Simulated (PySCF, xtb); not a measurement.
Se(Et)(OMe) (C₃H₈OSe), SMILES [Se](CC)OC. Other conformers were not sampled.

Harmonic wavenumbers (cm⁻¹) from GFN2-xTB (xtb) at its own minimum, in rising order: 54, 83, 110, 177, 242, 266, 284, 516, 533, 741, 977, 1001, 1021, 1070, 1133, 1139, 1217, 1222, 1399, 1405, 1426, 1466, 1484, 1489, 1500, 2937, 2951, 2972, 2974, 2984, 3015, 3028, 3036.

Task: What does PBE-D3(BJ)/def2-SVP (PySCF) give at its own minimum? (The exact figures need the calculation; the answer reports its results.)

Result: 59, 93, 143, 197, 269, 296, 313, 541, 561, 709, 938, 971, 1036, 1044, 1128, 1139, 1197, 1215, 1333, 1379, 1389, 1397, 1408, 1424, 1435, 2916, 2968, 2979, 2991, 3032, 3045, 3054, 3079. Paired by order, the mean absolute difference is 30 cm⁻¹ and the zero-point energies are 65.5 and 65.3 kcal/mol.
